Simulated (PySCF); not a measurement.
In(H)2(NMe2) (C2H8InN), SMILES C[N]([InH2])C.

The structure is a stationary point at B3LYP-D3(BJ)/def2-SVP. The structure was generated by enumeration; whether it is a known compound was not checked. The def2 effective core potentials stand for the cores of In; spin–orbit coupling is left out.

Method: PySCF with TDDFT-PBE/def2-SVPD.

Vertical excitations. The molecule is in vacuum. State labels are in the subgroup C2v.

**Question.** Give excitation energies, oscillator strengths and character. (The exact figures need the calculation; the answer reports its results.)

**Answer.** 
```
state  symmetry  energy (eV)  λ (nm)      f         main pairs
-----  --------  -----------  ------  -----  -----------------
S1           A1         3.57     347  0.130     HOMO→LUMO 98 %
S2           B1         4.19     296  0.014   HOMO→LUMO+1 98 %
S3           B1         4.58     271  0.004   HOMO→LUMO+2 98 %
S4           B1         4.99     249  0.002   HOMO→LUMO+3 99 %
S5           B1         5.31     234  0.007   HOMO−2→LUMO 99 %
S6           A2         5.34     232  0.000  HOMO−1→LUMO 100 %
S7           A2         5.74     216  0.000  HOMO→LUMO+5 100 %
S8           B1         5.76     215  0.066  HOMO→LUMO+4 100 %
S9           B2         6.15     202  0.014   HOMO→LUMO+6 99 %
S10          A1         6.44     193  0.009   HOMO→LUMO+7 99 %
T1           A1         2.55     487      0    HOMO→LUMO 100 %
T2           B1         3.86     321      0   HOMO→LUMO+1 98 %
T3           B1         4.48     277      0   HOMO→LUMO+2 98 %
T4           B1         4.90     253      0   HOMO→LUMO+3 91 %
```
Triplets are in the Tamm–Dancoff approximation, which puts them higher than full response would, so one can lie above its singlet here.
